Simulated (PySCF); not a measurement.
## `C#CCC[Si]1(F)CCC1`: 4 charge schemes on one density

Species: C₇H₁₁FSi.
Cartesian coordinates in Å at the GFN2-xTB level; atoms count from 1:
```xyz
20
C7H11FSi angstrom
C      2.6079    1.4078    1.2221
C      2.4771    0.2983    0.7936
C      2.2984   -1.0300    0.2466
C      1.1211   -1.0752   -0.7357
Si    -0.5268   -0.6852    0.1159
F     -0.6728   -1.8167    1.2837
C     -1.0619    1.0531    0.6778
C     -2.3010    0.9990   -0.2456
C     -2.1433   -0.4124   -0.8541
H      2.7298    2.3729    1.6145
H      3.2212   -1.3307   -0.2599
H      2.1184   -1.7272    1.0689
H      1.0721   -2.0739   -1.1721
H      1.3099   -0.3781   -1.5516
H     -1.3235    1.1371    1.7295
H     -0.3897    1.8745    0.4458
H     -3.2310    1.1046    0.3088
H     -2.2712    1.7744   -1.0083
H     -2.9576   -1.0789   -0.5829
H     -2.0823   -0.4025   -1.9386
```

Density: PBE0/pcSseg-1 (PySCF); schemes: Mulliken, IAO, Hirshfeld and ESP-fitted. Isolated species at its GFN2-xTB geometry (one conformer only).

Task: Which atoms carry the lowest charge in the Mulliken, IAO, Hirshfeld and ESP-fitted schemes?

Result: The schemes don't all agree: Mulliken C9 (-0.585); IAO C9 (-0.581); Hirshfeld F6 (-0.212); ESP-fitted C9 (-0.496).

Task: Which atoms carry the highest charge in the Mulliken, IAO, Hirshfeld and ESP-fitted schemes?

Result: All schemes agree: Mulliken Si5 (+1.241); IAO Si5 (+1.311); Hirshfeld Si5 (+0.468); ESP-fitted Si5 (+0.866).

Task: For which atoms does the sign change between the 4 schemes (beyond +0.03 e in one, beyond −0.03 e in another)?

Result: C2, C3 and C8. Atomic charges aren't observables, and each scheme defines them in its own way.

Task: What partial charge does each atom carry?

Result: In e:

```json
{"atom": "C1", "environment": "terminal alkyne carbon", "Mulliken": "-0.365", "IAO": "-0.256", "Hirshfeld": "-0.117", "ESP-fitted": "-0.449"}
{"atom": "C2", "environment": "alkyne carbon", "Mulliken": "+0.131", "IAO": "-0.028", "Hirshfeld": "-0.033", "ESP-fitted": "-0.077"}
{"atom": "C3", "environment": "propargylic carbon", "Mulliken": "-0.159", "IAO": "-0.266", "Hirshfeld": "-0.050", "ESP-fitted": "+0.177"}
{"atom": "C4", "environment": "sp3 carbon bound to silicon", "Mulliken": "-0.553", "IAO": "-0.555", "Hirshfeld": "-0.154", "ESP-fitted": "-0.487"}
{"atom": "Si5", "environment": "fluorine-bound silicon", "Mulliken": "+1.241", "IAO": "+1.311", "Hirshfeld": "+0.468", "ESP-fitted": "+0.866"}
{"atom": "F6", "environment": "silicon-bound fluorine", "Mulliken": "-0.426", "IAO": "-0.533", "Hirshfeld": "-0.212", "ESP-fitted": "-0.359"}
{"atom": "C7", "environment": "sp3 carbon bound to silicon", "Mulliken": "-0.574", "IAO": "-0.575", "Hirshfeld": "-0.172", "ESP-fitted": "-0.392"}
{"atom": "C8", "environment": "four-membered-ring carbon", "Mulliken": "-0.205", "IAO": "-0.250", "Hirshfeld": "-0.070", "ESP-fitted": "+0.133"}
{"atom": "C9", "environment": "sp3 carbon bound to silicon", "Mulliken": "-0.585", "IAO": "-0.581", "Hirshfeld": "-0.173", "ESP-fitted": "-0.496"}
{"atom": "H10", "environment": "alkyne hydrogen", "Mulliken": "+0.041", "IAO": "+0.200", "Hirshfeld": "+0.091", "ESP-fitted": "+0.311"}
{"atom": "H11", "environment": "methylene hydrogen", "Mulliken": "+0.158", "IAO": "+0.167", "Hirshfeld": "+0.058", "ESP-fitted": "+0.052"}
{"atom": "H12", "environment": "methylene hydrogen", "Mulliken": "+0.167", "IAO": "+0.170", "Hirshfeld": "+0.056", "ESP-fitted": "+0.047"}
{"atom": "H13", "environment": "methylene hydrogen", "Mulliken": "+0.152", "IAO": "+0.156", "Hirshfeld": "+0.048", "ESP-fitted": "+0.103"}
{"atom": "H14", "environment": "methylene hydrogen", "Mulliken": "+0.151", "IAO": "+0.157", "Hirshfeld": "+0.044", "ESP-fitted": "+0.149"}
{"atom": "H15", "environment": "methylene hydrogen", "Mulliken": "+0.147", "IAO": "+0.154", "Hirshfeld": "+0.038", "ESP-fitted": "+0.091"}
{"atom": "H16", "environment": "methylene hydrogen", "Mulliken": "+0.147", "IAO": "+0.151", "Hirshfeld": "+0.030", "ESP-fitted": "+0.089"}
{"atom": "H17", "environment": "methylene hydrogen", "Mulliken": "+0.125", "IAO": "+0.139", "Hirshfeld": "+0.040", "ESP-fitted": "+0.017"}
{"atom": "H18", "environment": "methylene hydrogen", "Mulliken": "+0.122", "IAO": "+0.137", "Hirshfeld": "+0.038", "ESP-fitted": "+0.009"}
{"atom": "H19", "environment": "methylene hydrogen", "Mulliken": "+0.147", "IAO": "+0.153", "Hirshfeld": "+0.038", "ESP-fitted": "+0.121"}
{"atom": "H20", "environment": "methylene hydrogen", "Mulliken": "+0.136", "IAO": "+0.146", "Hirshfeld": "+0.034", "ESP-fitted": "+0.095"}
```

Mean size of the charges over all atoms: IAO 0.304 e, Mulliken 0.287 e, ESP-fitted 0.226 e, Hirshfeld 0.098 e. Each set sums to the total charge, 0, to within 0.001 e. The IAO scheme counts the electrons in orthogonalised intrinsic atomic orbitals, a minimal basis polarised so that it spans the occupied orbitals exactly.

Task: How many electrons does the Mulliken scheme count on C2?

Result: Z − q = 6 − (+0.131) = 5.869.

Task: Sum the charges by element, for elements with more than one atom.

Result: 
| element | atoms | Mulliken | IAO | Hirshfeld | ESP-fitted |
| --- | --- | --- | --- | --- | --- |
| C | 7 | -2.309 | -2.510 | -0.770 | -1.591 |
| H | 11 | +1.494 | +1.732 | +0.515 | +1.084 |
